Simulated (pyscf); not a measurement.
H₃Si–S–In(Cl)–Cl, singlet

Gas-phase minimum from PySCF at ωB97X-D3(BJ)/def2-SVP, one conformer. 

```
Si
H 1 1.4861
H 1 1.4862 2 109.97
H 1 1.4868 2 110.17 3 121.60
S 1 2.1591 2 110.85 3 -122.91
In 5 2.3500 1 97.08 2 60.67
Cl 6 2.3122 5 124.32 1 -179.94
Cl 6 2.3241 7 117.72 5 -179.91
```
Charge 0, spin multiplicity 1.

Properties at ωB97X-D3(BJ)/def2-SVP:

| Item | Value |
|---|---|
| Harmonic wavenumbers, unscaled | 35, 68, 99, 103, 131, 147, 355, 401, 416, 520, 647, 655, 947, 955, 959, 2280, 2287, 2288 cm⁻¹ |
| Zero-point energy | 19.0 kcal/mol |
| Rotational symmetry number | 1 |
| Entropy of this conformer at 298 K and 1 atm, rigid rotor and harmonic oscillator, modes under 100 cm⁻¹ raised to 100 | 405.2 J/(mol K) |
| Dipole moment | 1.61 D |

Single-point totals, which compare only within one level:

```
level                   total energy (hartree)
----------------------  ----------------------
ωB97X-D3(BJ)/def2-TZVP             -1800.37175
PBE/def2-TZVP                      -1799.53337
r²SCAN/def2-TZVP                   -1800.19517
B3LYP-D3(BJ)/def2-TZVP             -1800.38833
PBE0-D3(BJ)/def2-TZVP              -1799.68147
M06-2X/def2-TZVP                   -1800.10102
ωB97M-D3(BJ)/def2-TZVP             -1800.45563
```

The lowest mode is so soft that the shape along it may change with the basis. Soft torsions are taken as harmonic, which can shift the entropy by several J/(mol K). Elements past Kr carry the def2 core potentials, without spin-orbit coupling.
